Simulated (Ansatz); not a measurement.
`[NH2][Sb]([SiH3])[InH2]` + H₂Se → `[SeH][InH2]` + `[NH2][SbH][SiH3]` at 700 K and 1 bar (cleavage of the In–Sb bond).

Gas-phase electronic energies from Ansatz, PBE0-D4/def2-TZVP geometries. CCSD(T)/CBS adds triple-zeta CCSD(T) − MP2 to the extrapolated MP2 energy (def2 sets, frozen cores). def2 core potentials past Kr. For In, Sb, Se outer-core shells are correlated without core-valence functions, which leaves a few kJ/mol of doubt a bond. Scalar relativity is left out up to krypton. Each species was taken in one conformer, which may not be the lowest.

```tsv
species	CCSD(T)/CBS energy (Eh)	H − E (kJ/mol)	S (J/(mol·K))
`[NH2][Sb]([SiH3])[InH2]`	-777.82114	260.1	563.8
H₂Se	-2401.89790	61.1	251.1
`[SeH][InH2]`	-2592.33228	98.7	369.7
`[NH2][SbH][SiH3]`	-587.39549	221.1	450.1
```

H − E and S are ideal-gas, rigid-rotor, harmonic terms from PBE0-D4/def2-TZVP, for one conformer and one mirror image of each species. 1 Eh = 2625.50 kJ/mol, R = 8.31446 J/(mol·K).

Problem. By hand: ΔE, ΔH, ΔS and ΔG.

Solution. ΔE = (-2592.33228) + (-587.39549) − (-777.82114) − (-2401.89790) = -0.00873 Eh = -22.9 kJ/mol. Δ(H − E) = 98.7 + 221.1 − 260.1 − 61.1 = -1.4, so ΔH = -24.3 kJ/mol. ΔS = 369.7 + 450.1 − 563.8 − 251.1 = 4.9 J/(mol·K). ΔG = -24.3 − 700 × (4.9)/1000 = -27.7 kJ/mol.

Problem. By hand: the equilibrium constant, and the temperature at which ΔG would vanish if ΔH and ΔS stayed fixed.

Solution. log₁₀ K = −ΔG/(RT ln 10) = 2.1. ΔH and −TΔS have one sign here, so there is no such temperature. One of them is within its doubt of zero, so this could turn.

The number of gas molecules stays the same, so ΔS is small and ΔH decides. A doubt of 5 kJ/mol in ΔE shifts log₁₀ K by 0.4 here. Other conformers and mirror images would add mixing entropy, several J/(mol·K) or more a flexible species. These are equilibria of isolated gas molecules and say nothing of rates. Largest T1 diagnostic: 0.015 (customary marks: 0.02 for closed shells, 0.045 for open ones).
